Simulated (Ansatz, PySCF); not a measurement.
H₆PSi₂ (SMILES [SiH3][P][SiH3]), doublet, geometry from GFN2-xTB. Base run: PySCF with WB97X/6-31G*.

Geometry (Å):
```xyz
9

Si     1.7152    -0.0241     0.4059
P     -0.0117    -0.3269    -0.9640
Si    -1.7060     0.2786     0.3448
H      2.9088    -0.4361    -0.3284
H      1.8287     1.3840     0.7941
H      1.5733    -0.8304     1.6207
H     -1.8007    -0.6021     1.5117
H     -2.9184     0.1680    -0.4624
H     -1.5437     1.6564     0.8153
```
Charge 0, spin multiplicity 2.
Orbitals are unrestricted.
All else is at PySCF's defaults.

The same geometry, method and basis name were run in Ansatz (an electronic-structure program) and PySCF, at each program's defaults and at the settings that a row names. The base is PySCF at its defaults. Differences at the defaults can come from grids, fitting, cores and function types together.

```csv
code and settings,ΔE vs base (µEh),basis functions,E (Eh),SCF cycles,dipole (D)
"PySCF, defaults (exact integrals, its default grid, spherical functions)",0.0,66,-923.83106,10,1.27
"Ansatz, defaults (factorised integrals, its default grid, Cartesian functions)",-5342,69,-923.83640,-,-
"PySCF, density fitting with def2-universal-jkfit",-61.7,66,-923.83112,10,1.27
"PySCF, fine grid",9.2,66,-923.83105,10,1.27
"Ansatz, high accuracy, Cartesian functions as the basis file defines them",-5339,69,-923.83640,-,-
```

Open shells are given as the SCF converged; they aren't shown to be the lowest states, and a large step between rows can be another state.
